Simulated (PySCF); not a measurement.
Ba(Cl)2 cation (BaCl2), SMILES [Cl][Ba][Cl] (connectivity only; charge and spin as stated), charge +1, multiplicity 2.

Geometry: B3LYP-D3(BJ)/def2-TZVP. The spin state was assumed, not searched. The isomer is the one that the SMILES or the coordinates give; other isomers of the formula were not compared. The def2 effective core potentials stand for the cores of Ba; spin–orbit coupling is left out.

Computed with C-PCM-PBE0/def2-SVP run with PySCF.

The values are the electrostatic part of the solvation free energy, E(continuum) − E(gas) at the gas-phase geometry, in a cavity of scaled van der Waals radii (PySCF's table); cavitation and dispersion terms are not included. A continuum can't describe solvent molecules that bind to the metal.

Computed values in water (ε = 78.36), tetrahydrofuran (ε = 7.43), N,N-dimethylformamide (ε = 37.22):
```tsv
solvent	ε	ΔG(elec) (kcal/mol)
water	78.36	-67.7
tetrahydrofuran	7.43	-59.0
N,N-dimethylformamide	37.22	-66.7
```
